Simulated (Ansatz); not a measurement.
System: SbH3, net charge 1, doublet state. SMILES of the parent species: [SbH3]
Geometry from a B3LYP-D3(BJ)/def2-TZVP (Ansatz, an electronic-structure program) optimisation:
```xyz
4

Sb     0.0006    -0.0003     0.0306
H     -1.0314    -1.2134    -0.5144
H     -0.5540     1.4994    -0.4956
H      1.5563    -0.2700    -0.5529
```
Charge +1, spin multiplicity 2.

Parts of the frozen-core correlation energy in def2-SVP (Ansatz, hartree). Frozen orbitals: 9; correlated occupied orbitals by spin: 4 and 3; virtual: 28 and 29. Open shells are spin-unrestricted. Spin-orbit coupling is left out. In def2 rows, elements after Kr have scalar-relativistic effective core potentials.

| term | value |
|---|---|
| reference (HF) | -240.66613 |
| MP2 opposite-spin | -0.07585 |
| MP2 same-spin | -0.01019 |
| CCSD correlation | -0.11104 |
| (T) | -0.00223 |
| CCSDT minus CCSD(T) | -0.00066 |
| CCSDT(Q) minus CCSD(T) | -0.00071 |
| T1 diagnostic | 0.011 |
| largest doubles amplitude | 0.045 |
| <S^2> of the reference | 0.753 |
